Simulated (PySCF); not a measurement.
Problem. Write Cartesian coordinates for `O=C(O)c1[c]occ1` [radical] as optimised with GFN2-xTB. (Doublet state.)

Solution. 
```xyz
11
C5H3O3 angstrom
O     -1.923   -1.405    0.028
C     -1.546   -0.263   -0.035
O     -2.386    0.781   -0.061
C     -0.146    0.148   -0.093
C      0.400    1.395   -0.168
O      1.706    1.393   -0.203
C      2.095    0.092   -0.151
C      1.005   -0.715   -0.083
H     -3.304    0.467   -0.021
H      3.148   -0.108   -0.170
H      0.956   -1.783   -0.030
```

Orientation and origin are arbitrary. Atoms count from 1 in this order. C8 (carbon bonded to 2 C and H) is planar (angles 129.2°, 124.2° and 106.6°, sum 360.0°, 0.00 Å off the plane of its three neighbours). The C–O distances run from 1.205 Å (O1=C2, drawn double) to 1.359 Å (O6–C7, aromatic), a spread of 0.154 Å. The 4 C–C bonds span 1.358 Å (C7–C8, aromatic) to 1.460 Å (C2–C4, drawn single), a spread of 0.102 Å. The 5-membered ring C4–C5–O6–C7–C8 has internal angles of 103.2° to 113.6°; it is planar, 0.00 Å rms from its mean plane, widest ring torsion 0°.

Bonds between heavy atoms (Å): O1=C2 1.205, C2–O3 1.340, C2–C4 1.460, C4–C5 1.363, C5–O6 1.307, O6–C7 1.359, C7–C8 1.358, C4–C8 1.438.

The geometry is computed with GFN2-xTB (gas phase). This method treats the open shell by occupation alone, without spin polarisation.

Point group: Cs (tolerance 0.08 Å). Whether it is a minimum is left open (no frequencies). Torsions: O1–C2–O3–H 0°, O1–C2–C4–C5 180°.

One conformer stands for the species.
